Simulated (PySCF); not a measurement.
C5H8OS (charge +1 and doublet state).
Geometry (GFN2-xTB, Å), atoms numbered from 1 in this order:
```
atom  x, y, z in Å
C1    -1.9033   -0.4644    0.1090
C2    -0.8779    0.4738   -0.3899
S3    -1.2935    1.9646   -0.9023
C4     0.5568    0.0231   -0.4068
C5     0.9870   -0.7865    0.8229
C6     1.4492    1.2137   -0.6449
O7     1.0291    2.2938   -0.9435
H8    -1.7711   -1.4574   -0.3215
H9    -1.7988   -0.5748    1.1916
H10   -2.9095   -0.1089   -0.0978
H11    0.6927   -0.6260   -1.2881
H12    2.0392   -1.0466    0.7447
H13    0.8422   -0.2109    1.7334
H14    0.4265   -1.7131    0.8968
H15    2.5269    1.0276   -0.5255
```

The hyperfine couplings belong to this conformer and change with its torsions.

Identity: `C[C@H](C=[O+])C(=S)C` [radical] (charge +1).

Theory: UKS B3LYP, pcH-1 on C H O S, non-relativistic, mean-field spin-orbit, GIAO (PySCF 2.14.0). The structure is a single GFN2-xTB conformer in the gas phase; no vibrational or solvent corrections. A GFN2-xTB geometry isn't a minimum of the functional, and hyperfine couplings can be far from their values at a DFT geometry, by a factor of two or more for some ions and for spin on atoms past the first row. Stability of the SCF solution: not tested.

Match the computed a_iso(1H) values +83.7, -10.7, -3.3, +2.3 MHz (means over equivalent nuclei) with the sites H8/H9/H10; H11; H12/H13/H14; H15.

```json
{"site": "H8/H9/H10", "a_iso (MHz)": "-3.3", "ρ(0) (bohr⁻³)": "-0.0007", "position": "3 bonds from S3", "distance from S3 (Å)": "3.19", "bound to": "C1", "spin population there": "+0.03", "largest |T| (MHz)": "4.4"}
{"site": "H11", "a_iso (MHz)": "-10.7", "ρ(0) (bohr⁻³)": "-0.0024", "position": "3 bonds from S3", "distance from S3 (Å)": "3.29", "bound to": "C4", "spin population there": "+0.06", "largest |T| (MHz)": "3.9"}
{"site": "H12/H13/H14", "a_iso (MHz)": "+2.3", "ρ(0) (bohr⁻³)": "+0.0005", "position": "4 bonds from S3", "distance from S3 (Å)": "4.42", "bound to": "C5", "spin population there": "0.00", "largest |T| (MHz)": "1.8"}
{"site": "H15", "a_iso (MHz)": "+83.7", "ρ(0) (bohr⁻³)": "+0.0187", "position": "4 bonds from S3", "distance from S3 (Å)": "3.95", "bound to": "C6", "spin population there": "-0.05", "largest |T| (MHz)": "4.0"}
```

ρ(0) is the spin density at the nucleus and T the dipolar tensor; a_iso includes a spin–orbit part; entries for several nuclei are means. Largest spin populations (Mulliken): S3 (+0.78), O7 (+0.23) and C2 (-0.08). The positive populations add up to 1.14 and the negative ones to -0.14, together 2S = 1.

Examples of negative spin density at the nucleus (bohr⁻³): C2 (-0.0234), C6 (-0.0201) and H11 (-0.0024).

Nuclei that the bonding pattern makes equivalent are averaged, as if the motion that swaps them (rotation, inversion, ring flip) were fast.

O7, the radical centre as drawn in `CC(=S)[C@H](C)C=[O+]`, holds a spin population of +0.23 out of 1.

The run took 99 s (with the writing of density and orbital grids) on one thread of an Arm Neoverse V1, no GPU (shared host), and the process peaked at 0.97 GiB of memory.
